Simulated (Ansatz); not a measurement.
Species: C₂H₇B, SMILES `BCC` (charge 0, multiplicity 1).

Q: Give a relaxed geometry from r2SCAN-D4/def2-TZVP (Ansatz, an electronic-structure program).

A: One answer among several that fit: the end point of this relaxation, one of several conformers (outside a Z-matrix the atoms follow the SMILES, hydrogens last).
Bond lengths (Å): B1–C2 1.548, B1–H4 1.200, B1–H5 1.198, C2–C3 1.528, C2–H6 1.097, C2–H7 1.110, C3–H8 1.093, C3–H9 1.093, C3–H10 1.093. Bond angles (°): C2–B1–H4 121.3, C2–B1–H5 120.0, H4–B1–H5 118.5, B1–C2–C3 118.6, B1–C2–H6 111.5, B1–C2–H7 100.9, C3–C2–H6 111.7, C3–C2–H7 109.8, H6–C2–H7 102.5, C2–C3–H8 112.2, C2–C3–H9 111.0, C2–C3–H10 110.8, H8–C3–H9 107.9, H8–C3–H10 107.5, H9–C3–H10 107.2.
